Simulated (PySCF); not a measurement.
# Te (tellurium, neutral) across methods

[Kr] 4d10 5s2 5p3 6s1, high-spin 5S determinant (an excited configuration). Calculation: PySCF 2.14, in dyall-av2z (22s16p12d, 130 functions); no relativity, point nucleus.

```csv
method,E (hartree),mean ε 5s β (eV),mean ε 5p α (eV),mean ε 6s α (eV),Σ⟨r²⟩ (bohr²),⟨S²⟩
r2SCAN,-6614.13,-15.621,-9.974,-1.542,83.45,6.001
LDA,-6608.43,-16.091,-9.566,-1.671,82.80,6.000
UHF,-6611.59455,-18.053,-13.688,-2.785,84.41,6.001
r2SCANh,-6614.15,-16.007,-10.407,-1.700,83.41,6.001
PBE,-6613.58,-15.625,-9.482,-1.546,83.07,6.001
PBE0,-6613.76,-16.578,-10.723,-1.944,83.21,6.001
```

A non-relativistic calculation at this Z misses sizeable relativistic shifts. The outer electron is Rydberg-like, and this basis confines it to a smaller radius and binds it less than a complete one would.
